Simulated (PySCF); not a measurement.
Isomers of C3H11NSSi2, one GFN2-xTB conformer each. Single-point energies are computed at PBE0/pcSseg-1 (PySCF, gas phase, no added dispersion term), electronic only.

```csv
SMILES,GFN2-xTB relative energy (kJ/mol)
CS[Si@@H]1CC[SiH2]N1,0.0
C=CC[Si@H](S)N[SiH3],51.9
CS[Si@@H]1NCC[SiH2]1,87.2
C=C([SiH2][SiH2]N)SC,259.7
```

Conformers: `[CH3:1][S:2][Si@@H:3]1[CH2:4][CH2:5][SiH2:6][NH:7]1` with C1–S2–Si3–C4 180°, S2–Si3–C4–C5 -149°, Si3–C4–C5–Si6 38°, C4–C5–Si6–N7 -30°, C5–Si6–N7–Si3 9°; `[CH2:1]=[CH:2][CH2:3][Si@H:4]([SH:5])[NH:6][SiH3:7]` with C1–C2–C3–Si4 -102°, C2–C3–Si4–S5 57°, C3–Si4–S5–H -21°, C3–Si4–N6–Si7 -56°; `[CH3:1][S:2][Si@@H:3]1[NH:4][CH2:5][CH2:6][SiH2:7]1` with C1–S2–Si3–N4 177°, S2–Si3–N4–C5 -152°, Si3–N4–C5–C6 50°, N4–C5–C6–Si7 -45°, C5–C6–Si7–Si3 23°; `[CH2:1]=[C:2]([SiH2:3][SiH2:4][NH2:5])[S:6][CH3:7]` with C1–C2–Si3–Si4 68°, C2–Si3–Si4–N5 -145°, Si3–Si4–N5–H -173° and 48°, C1–C2–S6–C7 -1°.

What does PBE0/pcSseg-1 give for the same structures?

```
              SMILES  PBE0/pcSseg-1 E (Eh)  PBE0/pcSseg-1 (kJ/mol)  GFN2-xTB (kJ/mol)  point group
CS[Si@@H]1CC[SiH2]N1           -1152.30152                     0.0                0.0           C1
C=CC[Si@H](S)N[SiH3]           -1152.26482                    96.4               51.9           C1
CS[Si@@H]1NCC[SiH2]1           -1152.25663                   117.9               87.2           C1
C=C([SiH2][SiH2]N)SC           -1152.20236                   260.4              259.7           C1
```

Both levels put the same isomer lowest; measured from each level's own lowest isomer, the values differ by up to 44.5 kJ/mol (C=CC[Si@H](S)N[SiH3]: 51.9 against 96.4). As drawn, the highest has an Si–Si bond and a C=C bond outside aromatic rings, which the lowest lacks.

Which frontier levels, dipoles and rotational constants go with these structures?

| SMILES | HOMO (eV, PBE0/pcSseg-1) | LUMO (eV) | dipole (D) | A, B, C (MHz) |
| --- | --- | --- | --- | --- |
| CS[Si@@H]1CC[SiH2]N1 | -6.70 | 0.37 | 1.49 | 3175, 856.8, 740.9 |
| C=CC[Si@H](S)N[SiH3] | -7.19 | -0.03 | 1.77 | 1733, 956.0, 709.7 |
| CS[Si@@H]1NCC[SiH2]1 | -6.51 | -0.32 | 1.34 | 2707, 935.2, 766.9 |
| C=C([SiH2][SiH2]N)SC | -6.21 | -0.41 | 1.93 | 3567, 596.9, 582.8 |
